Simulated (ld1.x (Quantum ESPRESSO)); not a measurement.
**carbon (C): one change to a TM semilocal potential, before and after**

ld1.x (Quantum ESPRESSO) 7.5 input, shortened:

```
&input
   title='C', zed=6., rel=1, dft='PBE', iswitch=3,
   config='[He] 2s2 2p2'
 /
 &inputp
   pseudotype=1, tm=.true., lloc=0,
   nlcc=.true., new_core_ps=.true.
 /
2
2P  2  1   2.00   0.00  1.50  1.50  0.0
2S  1  0   2.00   0.00  0.90  0.90  0.0
 &test
   configts(1)='2s2 2p2'
 /
```

All-electron outer shells of the reference configuration (PBE, scalar-relativistic, ld1.x):

| shell | level (eV) | outermost node (bohr) | outermost maximum (bohr) |
| --- | --- | --- | --- |
| 1s | -273.38 | – | 0.17 |
| 2s | -13.75 | 0.38 | 1.22 |
| 2p | -5.29 | – | 1.20 |

Change: wave 2s (bound): rc 0.90 bohr becomes 2s (bound): rc 1.28 bohr.

Cutoffs: the cutoffs (Ry, on a coarse ladder) from which the occupation-weighted sum of valence levels, in a spherical-Bessel basis at the reference potential, stays within 10 and 1 mRy of its value at 400 Ry; they do not see the model core or the augmentation charge, which bear on the density cutoff. Errors are all-electron minus pseudo energies relative to the spin-unpolarised reference configuration.

**Question.** What does the change do?

**Answer.** The potential gets softer (55 Ry and 110 Ry → 45 Ry and 80 Ry); of the 7 tests that both files solve, the error grows in 4 and shrinks in 0 by more than 15 % and 0.3 meV (median size 5.6 → 6.8 meV); neither file shows a bound ghost. A larger radius leaves more room for a smooth pseudo-wave, so fewer plane waves are needed. More of the atom is replaced by a form fitted at one configuration, so other configurations suffer. A semilocal file is local in each channel, so a ghost entry of none says nothing of the separable form that plane-wave codes build from it.

| quantity | base | changed |
| --- | --- | --- |
| cutoff, loose | 55 Ry | 45 Ry |
| cutoff, tight | 110 Ry | 80 Ry |
| bound ghosts | none | none |
| error for 2s2 2p1, meV [ΔE 10.86 eV] | +7.1 | +9.1 |
| error for 2s2 2p0, meV [ΔE 35.02 eV] | +97 | +114 |
| error for 2s1 2p0, meV [ΔE 83.21 eV] | +214 | +222 |
| error for 2s2 2p1.5, meV [ΔE 3.96 eV] | +0.6 | +0.9 |
| error for 2s2 2p2.3, meV [ΔE -1.16 eV] | +0.1 | +0.1 |
| error for 2s1 2p3, meV [ΔE 8.48 eV] | +5.6 | +6.0 |
| error for 2s1 2p2, meV [ΔE 19.62 eV] | -4.9 | -6.8 |
| s: phases at 1.65 bohr within 0.05 rad from the reference energy up to (Ry; the scan ends near 5) | to the end of the scan | to the end of the scan |
| p: phases at 1.65 bohr within 0.05 rad from the reference energy up to (Ry; the scan ends near 5) | 4.3 | 4.3 |
